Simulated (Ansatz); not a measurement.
Gas-phase electronic energies from Ansatz, PBE0-D4/def2-TZVP geometries. CCSD(T)/CBS is the MP2 limit (def2-TZVPP, def2-QZVPP) plus CCSD(T) − MP2 in def2-TZVPP, frozen cores. This one scheme is used for every species. DFT in def2-TZVPP. B3LYP here is the variant with VWN-RPA as its local correlation; programs differ in this. For Ga outer-core shells are correlated without core-valence functions, which leaves a few kJ/mol of doubt a bond. Scalar relativity is left out up to krypton. One conformer a species, not always the lowest.

Consider the ligand exchange at a Ga–C bond: `C=[C](F)[GaH2]` + `F[SiH2]N[SiH3]` → `F[SiH2][N]([SiH3])[GaH2]` + `C=CF`.

```json
{"level": "B3LYP-D4", "ΔE (eV)": "-0.67"}
{"level": "ωB97X-V", "ΔE (eV)": "-0.66"}
{"level": "B2PLYP", "ΔE (eV)": "-0.66"}
{"level": "PBE", "ΔE (eV)": "-0.58"}
{"level": "PBE0", "ΔE (eV)": "-0.61"}
{"level": "HF/CBS(def2)", "ΔE (eV)": "-0.65"}
{"level": "MP2/CBS(def2)", "ΔE (eV)": "-0.74"}
{"level": "CCSD/CBS(def2)", "ΔE (eV)": "-0.70"}
```

Question: What does CCSD(T)/CBS give? (Estimate.)

Answer: Ansatz gave: -0.71 eV. The listed levels differ from it by 0.04, 0.05, 0.05, 0.13, 0.10, 0.06, -0.03, 0.01 eV.

Largest T1 diagnostic among the species: 0.013.

The D4 term adds −0.09 eV with B3LYP and −0.05 eV with PBE0; it sums over pairs of atoms, weighted by their polarisabilities, and B3LYP, whose exchange is more repulsive, gets the larger term. In def2-TZVPP, CCSD(T) changes the Hartree–Fock value by −0.08 eV (the triples alone add −0.01 eV) and MP2 by −0.11 eV.
